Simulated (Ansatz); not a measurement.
`FB[SiH2][SiH3]` + `C[NH][GeH3]` → `C[N]([GeH3])BF` + `[SiH3][SiH3]` at 600 K and 1 bar (cleavage of the B–Si bond).

Calculated with Ansatz (gas phase, PBE0-D4/def2-TZVP geometries, no zero-point term in ΔE). CCSD(T)/CBS adds triple-zeta CCSD(T) − MP2 to the extrapolated MP2 energy (def2 sets, frozen cores). For Ge outer-core shells are correlated without core-valence functions, which leaves a few kJ/mol of doubt a bond. Scalar relativity is left out up to krypton. Each species was taken in one conformer, which may not be the lowest.

```json
{"species": "`FB[SiH2][SiH3]`", "CCSD(T)/CBS energy (Eh)": "-706.37300", "H − E (kJ/mol)": "212.5", "S (J/(mol·K))": "452.6"}
{"species": "`C[NH][GeH3]`", "CCSD(T)/CBS energy (Eh)": "-2173.06430", "H − E (kJ/mol)": "253.9", "S (J/(mol·K))": "386.3"}
{"species": "`C[N]([GeH3])BF`", "CCSD(T)/CBS energy (Eh)": "-2297.75856", "H − E (kJ/mol)": "287.1", "S (J/(mol·K))": "460.9"}
{"species": "`[SiH3][SiH3]`", "CCSD(T)/CBS energy (Eh)": "-581.74359", "H − E (kJ/mol)": "174.5", "S (J/(mol·K))": "343.9"}
```

H − E and S are ideal-gas, rigid-rotor, harmonic terms from PBE0-D4/def2-TZVP, for one conformer and one mirror image of each species. 1 Eh = 2625.50 kJ/mol, R = 8.31446 J/(mol·K).

**Question.** By hand: ΔE, ΔH, ΔS and ΔG.

**Answer.** ΔE = (-2297.75856) + (-581.74359) − (-706.37300) − (-2173.06430) = -0.06485 Eh = -170.3 kJ/mol. Δ(H − E) = 287.1 + 174.5 − 212.5 − 253.9 = -4.8, so ΔH = -175.1 kJ/mol. ΔS = 460.9 + 343.9 − 452.6 − 386.3 = -34.1 J/(mol·K). ΔG = -175.1 − 600 × (-34.1)/1000 = -154.6 kJ/mol.

**Question.** By hand: the equilibrium constant, and the temperature at which ΔG would vanish if ΔH and ΔS stayed fixed.

**Answer.** log₁₀ K = −ΔG/(RT ln 10) = 13.5. ΔG = 0 at ΔH/ΔS = 5135 K, far beyond where these terms or the molecules hold.

ΔH outweighs TΔS. A doubt of 5 kJ/mol in ΔE shifts log₁₀ K by 0.4 here. Other conformers and mirror images would add mixing entropy, several J/(mol·K) or more a flexible species. Modes under 60 cm⁻¹, often nearly free rotors, make the harmonic entropy too high. These are equilibria of isolated gas molecules and say nothing of rates. Largest T1 diagnostic: 0.015 (customary marks: 0.02 for closed shells, 0.045 for open ones).
